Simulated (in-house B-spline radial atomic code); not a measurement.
How G0W0 and RPA depend on the start: Mo12+

Configuration [Ar] 3d10 4s2. Computed with an all-electron radial atomic-structure program (B-spline basis): all electrons, non-relativistic, point nucleus, each spin shell either full or empty, empty states to l = 9 with an (l + 1/2)⁻⁴ tail; G0W0 by contour deformation at full frequency.

Without relativity these are model numbers: it shifts the levels of so heavy an element strongly and can reorder them.

```tsv
start	mean-field 4s (eV)	G0W0 (eV)	QP weight	RPA correlation (Eh)
Hartree-Fock	-271.70	?	?	?
PBE	-264.59	-274.98	0.973	-2.3313
LC-wPBE	-270.21	-274.77	0.979	-2.2911
LDA exchange-only	-263.32	-275.07	0.973	-2.3342
wB97X	-269.76	?	?	?
```

(1) What G0W0 level, weight and RPA correlation energy follow from the Hartree-Fock start?

(2) What G0W0 level, weight and RPA correlation energy follow from the wB97X start?

(3) How much of the dependence on the start does G0W0 remove?

Results:

(1) G0W0 level -274.43 eV, weight 0.983, RPA correlation -2.1781 hartree.

(2) G0W0 level -274.69 eV, weight 0.979, RPA correlation -2.2796 hartree.

(3) The mean-field levels span 8.37 eV and the G0W0 levels 0.648 eV. Against 279.1 ± 0.5 eV (NIST, semi-empirical) the G0W0 removal energies are off by -4.67 to -4.03 eV, with relativity, Breit and QED terms left out.
